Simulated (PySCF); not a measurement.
Vertical excitations of a molecule C₂H₉NSi from PySCF with TDDFT-LC-ωPBE/def2-SVPD, as energy in eV (oscillator strength): 6.97 (0.049), 8.27 (0.013), 8.45 (0.018), 8.62 (0.050), 9.04 (0.015), 9.16 (0.035), 9.35 (0.135), 9.44 (0.022), 9.49 (0.004), 9.75 (0.050). Lowest triplet (TDA): 6.54 eV. Geometry: B3LYP-D3(BJ)/def2-SVP. The values are those of a single conformer.

### Question
Which molecule gave these data?
A. CN[SiH2]C
B. C[SiH](C)N
C. C[SiH2]CN
D. CNC[SiH3]

### Answer
B, C[SiH](C)N
